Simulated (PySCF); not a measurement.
**MnO3F: fields on a plane**

Level of theory: PBE0/[Mn def2-SVP, O def2-SVP, F def2-SVP], no relativity, density fitting, PySCF.

The singlet minimum has Mn–F 1.691 Å, Mn–O 1.533 Å (×3); F–Mn–O 108.4° (×3), O–Mn–O 110.5° (×3).

The plane holds Mn1 at (0.00, 0.00), O2 at (1.53, 0.00), O3 at (-0.54, 1.44) Å. Columns run from x = -2.55 to 3.75 Å, rows from y = 3.75 (top) to -1.95 Å, in steps of 0.3 Å. Other isomers or separated fragments may lie lower.

Give the electrostatic potential (V) (cut at 20 V). Lower edges of the bins (V): '_' -0.22, '.' -0.10, ':' 0.09, '-' 0.39, '=' 0.87, '+' 1.62, '*' 2.82, '#' 4.71, '%' 7.71, '@' 12.46; top 20.0, each point printed twice.


```
............................................
......____________..........................
....________________........................
....__________________......................
....______::----::........::::..............
....__..--++****++==::::::::::..............
......::++%%@@@@@@**==--::::::::............
......--**@@@@@@@@%%++==----::..............
::::::==##@@@@@@@@@@##++====--::..____......
::::--==**@@@@@@@@@@%%##**++==--::________..
::----==**%%@@@@@@@@@@%%%%%%##**==..______..
----==++**%%@@@@@@@@@@@@@@@@@@@@**--________
----==++##%%@@@@@@@@@@@@@@@@@@@@%%==..______
----==++##%%@@@@@@@@@@@@@@@@@@@@%%==..______
----==++**%%@@@@@@@@@@@@@@@@@@@@**--________
::--====**##%%@@@@@@@@%%%%%%##**==::______..
::----==++**##%%%%%%%%##**++==--::..____....
::::----==++****####****++==--::............
::::::::--====++++++++++==--::::............
..::::::::----==========----::::............
```

Give the electron localisation function (set to 0 where the density is under 0.005 e/Å³). Every second row and column.


```
0.00 0.00 0.00 0.00 0.00 0.00 0.00 0.00 0.00 0.00 0.00
0.00 0.00 0.00 0.08 0.07 0.00 0.00 0.00 0.00 0.00 0.00
0.00 0.00 0.30 0.53 0.52 0.25 0.00 0.00 0.00 0.00 0.00
0.00 0.22 0.71 0.89 0.88 0.54 0.01 0.00 0.00 0.00 0.00
0.00 0.30 0.82 0.14 0.72 0.50 0.06 0.25 0.21 0.00 0.00
0.00 0.16 0.58 0.66 0.32 0.16 0.60 0.84 0.67 0.22 0.00
0.00 0.02 0.08 0.30 0.18 0.76 0.77 0.14 0.86 0.35 0.00
0.00 0.02 0.08 0.15 0.79 0.57 0.78 0.85 0.80 0.29 0.00
0.00 0.01 0.06 0.14 0.09 0.06 0.42 0.64 0.42 0.10 0.00
0.00 0.00 0.01 0.04 0.06 0.04 0.05 0.11 0.00 0.00 0.00
```
